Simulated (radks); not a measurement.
Pr37+, 22 electrons, occupied as [Ar] 3d4. Calculated with a radial shooting solver on a logarithmic mesh with Libxc functionals: Dirac Kohn-Sham, BLYP, spin-unpolarised, spherical densities, finite nucleus; open shells fill j = l - 1/2 first; Fermi nuclear charge, rms radius 4.8919 fm.

Radial electron density D(r) = 4 pi r^2 rho(r):

```
   r/bohr * D(r) (the largest magnitude, 97.8, reaches the edge; | marks zero)
0.0009576 | *
 0.001217 | *
 0.001547 |  *
 0.001967 |    *
 0.002481 |      *
 0.003154 |         *
 0.004009 |             *
 0.005097 |                   *
 0.006479 |                         *
 0.008237 |                               *
  0.01047 |                                     *
  0.01331 |                                          *
  0.01679 |                                            *
  0.02134 |                                          *
  0.02713 |                                       *
  0.03449 |                                      *
  0.04384 |                                          *
  0.05574 |                                                 *
  0.07085 |                                                      *
  0.09007 |                                                 *
   0.1136 |                                     *
   0.1444 |                             *
   0.1836 |                               *
   0.2334 |                               *
   0.2967 |                     *
   0.3771 |        *
   0.4794 | *
   0.6095 *
   0.7686 *
   0.9771 *
```

D(r) has 3 maxima, at r = 0.0169, 0.0714, 0.214 bohr, and minima at 0.0329, 0.153 bohr, inside which lie 2.03, 11.10 electrons.
